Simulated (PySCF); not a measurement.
A geometry optimisation, step by step.

Compound: GeH8SSi2.
Numbering: `[SH:1][SiH2:2][SiH2:3][GeH3:4]` (hydrogens: H5 on S1; H6, H7 on Si2; H8, H9 on Si3; H10, H11, H12 on Ge4)

Method: PySCF 2.14.0, PBE0-D3(BJ)/def2-SVP geometry optimisation, gas phase; density fitting, grid level 1; the optimiser is geomeTRIC in internal coordinates, started from a GFN2-xTB structure with every atom displaced at random (about 0.01 Å). The frame can shift and turn from step to step; on so coarse a grid that alone can change the energy by a few meV, and forces under 0.02 eV/Å are noise.

Step 0: E = -83206.7527 eV, largest atomic force 1.276 eV/Å
```
atom  x, y, z in Å  |  force x, y, z in eV/Å
S1      2.632   -0.910    0.482    0.169   0.593  -0.217
Si2     1.465    0.927    0.750    0.541  -1.138  -0.198
Si3    -0.359    0.947   -0.715    0.492   0.100   0.594
Ge4    -1.667   -0.932   -0.390   -0.958  -0.313   0.535
H5      1.589   -1.737    0.535   -0.425  -0.348   0.056
H6      2.500    1.943    0.542    0.197   0.519  -0.205
H7      1.108    0.942    2.170   -0.469   0.226   0.497
H8     -1.115    2.167   -0.471   -0.554   0.607   0.196
H9      0.066    0.997   -2.096    0.422  -0.042  -0.896
H10    -1.033   -2.250   -0.663    0.802  -0.750  -0.305
H11    -2.191   -1.116    1.034    0.095   0.254   0.409
H12    -2.955   -1.008   -1.187   -0.312   0.292  -0.466
```

Step 1: E = -83207.0259 eV, largest atomic force 0.342 eV/Å
```
atom  x, y, z in Å  |  force x, y, z in eV/Å
S1      2.560   -0.985    0.314   -0.099  -0.056   0.051
Si2     1.508    0.845    0.764   -0.071  -0.067  -0.089
Si3    -0.335    0.978   -0.676    0.085   0.077  -0.078
Ge4    -1.689   -0.945   -0.317   -0.165  -0.300   0.003
H5      1.466   -1.786    0.388    0.119   0.102   0.004
H6      2.505    1.925    0.515    0.030   0.019   0.020
H7      1.043    0.917    2.183    0.034  -0.010   0.029
H8     -1.145    2.211   -0.423   -0.027  -0.012   0.031
H9      0.149    1.020   -2.094   -0.022  -0.044   0.048
H10    -0.917   -2.260   -0.626   -0.057   0.231   0.028
H11    -2.142   -1.019    1.160    0.063   0.043  -0.079
H12    -2.961   -0.930   -1.196    0.111   0.017   0.033
```

Step 2: E = -83207.0327 eV, largest atomic force 0.102 eV/Å
```
atom  x, y, z in Å  |  force x, y, z in eV/Å
S1      2.573   -0.981    0.328    0.004   0.012   0.016
Si2     1.505    0.843    0.760   -0.031  -0.016  -0.048
Si3    -0.341    0.974   -0.679    0.028   0.044  -0.016
Ge4    -1.699   -0.948   -0.323   -0.069  -0.075   0.008
H5      1.487   -1.782    0.412    0.003  -0.001   0.010
H6      2.502    1.925    0.513    0.003   0.007   0.013
H7      1.049    0.914    2.183    0.011  -0.001   0.008
H8     -1.156    2.204   -0.420    0.002  -0.004   0.018
H9      0.138    1.009   -2.096   -0.001  -0.021   0.002
H10    -0.915   -2.239   -0.635    0.025   0.024  -0.005
H11    -2.141   -1.016    1.152    0.012   0.019   0.006
H12    -2.961   -0.931   -1.205    0.014   0.012  -0.013
```

Step 3: E = -83207.0338 eV, largest atomic force 0.028 eV/Å
```
atom  x, y, z in Å  |  force x, y, z in eV/Å
S1      2.580   -0.975    0.339    0.013   0.013  -0.002
Si2     1.501    0.845    0.757   -0.006  -0.001  -0.011
Si3    -0.345    0.972   -0.681   -0.005   0.011  -0.001
Ge4    -1.704   -0.953   -0.327   -0.013   0.003   0.009
H5      1.501   -1.783    0.435   -0.011  -0.011   0.011
H6      2.495    1.930    0.511   -0.003   0.002   0.005
H7      1.049    0.916    2.182   -0.004   0.003   0.000
H8     -1.161    2.201   -0.417    0.010   0.002   0.007
H9      0.132    1.003   -2.098    0.003  -0.005  -0.007
H10    -0.905   -2.231   -0.642    0.020  -0.019  -0.004
H11    -2.141   -1.017    1.149   -0.003   0.001   0.003
H12    -2.960   -0.935   -1.215   -0.002   0.000  -0.009
```

Step 4: E = -83207.0340 eV, largest atomic force 0.025 eV/Å
```
atom  x, y, z in Å  |  force x, y, z in eV/Å
S1      2.584   -0.969    0.347    0.005   0.006  -0.006
Si2     1.496    0.848    0.755    0.006   0.003   0.006
Si3    -0.348    0.971   -0.683   -0.013  -0.007  -0.001
Ge4    -1.704   -0.958   -0.330    0.015   0.019   0.000
H5      1.510   -1.783    0.454   -0.004  -0.004   0.009
H6      2.488    1.936    0.510   -0.002   0.000   0.001
H7      1.045    0.922    2.180   -0.008   0.003  -0.002
H8     -1.163    2.200   -0.416    0.007   0.003   0.000
H9      0.129    1.000   -2.100    0.001   0.002  -0.004
H10    -0.895   -2.231   -0.645    0.005  -0.013   0.002
H11    -2.143   -1.021    1.145   -0.007  -0.005   0.000
H12    -2.957   -0.942   -1.224   -0.003  -0.006  -0.004
```

Task: Summarise the path.

Result: The energy falls by 6.49 kcal/mol from step 0 to step 4; nine tenths of that is first reached at step 1. It falls at every step. The largest force goes from 1.276 to 0.025 eV/Å. Among the bonds Si3–Ge4 changes most, from 2.313 to 2.384 Å; the atoms move by 0.093 Å rms after alignment.

What follows is the cost of the whole optimisation. Hardware: Arm Neoverse V2, one thread, shared host with 96 logical CPUs at a one-minute load of 17. Cost: 30 s wall, 0.53 GiB resident at most.
